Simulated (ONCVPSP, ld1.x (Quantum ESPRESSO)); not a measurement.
# Hardness and transferability of assorted potentials

Generated with ld1.x 7.5 (TM, RRKJ, ultrasoft, PAW), atompaw 4.2 or ONCVPSP 4.0.1. The cutoff is in Ry: for ld1.x and atompaw files where the sum of valence levels is converged to 10 mRy in a Bessel basis, for ONCV files where the hardest occupied wave has 1 mHa per electron of residual kinetic energy. The error is the largest all-electron minus pseudo excitation energy over each file’s own four to seven test configurations (ionisations up to +4, promotions, holes and added fractions of an electron), all of which were solved. The labels leave out finer settings (local radius, basis sizes, second energies), which also bear on the numbers. Spin-polarised tests are not counted. The rows are a selection from randomly drawn settings: files with unsolved tests, undetermined cutoffs or missed reference levels are left out.

A true bound ghost makes a file unfit for plane-wave use even where its test errors are small: the radial tests pick states by their node count and pass the ghost by.

```tsv
element	potential	cutoff (Ry)	largest error (meV)	bound ghosts
Li	ONCV, PBEsol, scalar-relativistic, rc 1.25/1.05/1.25 (spd), local smoothed, core correction no, reference 1s2 2s0.75, qcut 8.8/8.4/7.8, projectors 2/2/3	58	+1358	none
S	TM, PBE, scalar-relativistic, rc 1.30/1.05/1.20 (spd), local s, core correction yes, reference 3s2 3p2	100	+35	none
Ar	ONCV, PBEsol, scalar-relativistic, rc 1.00/1.05/1.00 (spd), local s, core correction no, reference 3s2 3p4, qcut 6.6/8.2/8.8, projectors 0/2/1	39	+23	none
Ti	ONCV, LDA (Perdew-Wang 92), scalar-relativistic, rc 1.45/1.45/1.35 (spd), local smoothed, core correction yes, reference 3s2 3p6 3d1, qcut 8.5/8.5/10.3, projectors 1/2/2	84	+460	none
Mn	ONCV, LDA (Perdew-Zunger), scalar-relativistic, rc 1.35/1.25/1.05 (spd), local smoothed, core correction yes, reference 3s2 3p6 3d5 4s2, qcut 10.2/9.6/13.8, projectors 2/2/1	152	-7.5	none
Se	ONCV, PBEsol, scalar-relativistic, rc 1.65/1.65/1.40 (spd), local smoothed, core correction yes, reference 4s2 4p3, qcut 3.3/5/6.5, projectors 2/2/2	61	-75	d
```

Problem. Fill in the row for Sr: ONCV, LDA (Perdew-Wang 92), scalar-relativistic, rc 2.05/1.50/1.90/1.95 (spdf), local smoothed, core correction yes, reference 4s2 4p6 5s2, qcut 5.6/5/5.4/5.7, projectors 2/2/2/2.

Solution. cutoff 64 Ry, largest error -115 meV, bound ghosts: none.

Problem. Fill in the row for Pt: ONCV, PBE, scalar-relativistic, rc 2.55/1.85/1.90 (spd), local smoothed, core correction no, reference 5p6 5d9 6s1, qcut 2.7/6.1/8.2, projectors 3/2/3.

Solution. cutoff 39 Ry, largest error +18 meV, bound ghosts: none.
